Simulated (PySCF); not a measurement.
## How the method changes the constants of CoN

State: ⁵Δ (quintet), unpaired electrons σ ↑, π ↑↑, δ ↑. Set-up: PySCF, no relativity, basis sets Co def2-TZVPP, N def2-TZVPP. De refers to Co (3d7 4s2) + N in their high-spin ground configurations, without counterpoise correction. The functionals are run spin-unrestricted. A positive dipole means Co(−)N(+). Levels whose curve was spin-contaminated or gave no clean fit are not listed.

| Level | Re (Å) | ωe (cm⁻¹) | De (eV) | μ (D) |
| --- | --- | --- | --- | --- |
| PBE | 1.607 | 870 | n/a | -3.57 |
| BP86 | 1.609 | 865 | n/a | -3.55 |
| r²SCAN | 1.597 | 843 | n/a | -3.62 |
| r²SCANh | 1.606 | 746 | n/a | -3.81 |
| PBE0 | 1.623 | 670 | n/a | -4.17 |
| BHandHLYP | 1.798 | 501 | n/a | -4.96 |
| LC-ωPBE | 1.592 | 742 | n/a | -4.42 |

The bond length runs from 1.592 Å (LC-ωPBE) to 1.798 Å (BHandHLYP).

De is left out where the level can put another filling of the metal’s s and d shells below the measured ground configuration, by anything from nothing to about 1 eV. With d or f electrons several states lie close, and the lowest PBE0 determinant need not be the measured ground state.
